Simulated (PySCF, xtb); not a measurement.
BHBr2, SMILES BrBBr.

GFN2-xTB in xtb at its own geometry gives an orbital gap of 3.77 eV and a dipole moment of 2.77 D.

Coordinates come from a PBE-D3(BJ)/def2-TZVP optimisation.

Task: What does PySCF with M06-2X/def2-TZVPD give? (Estimate from the structure and the level; the computed values follow.)

Result: gap 8.51 eV (levels -9.75 and -1.24 eV), dipole 0.49 D.
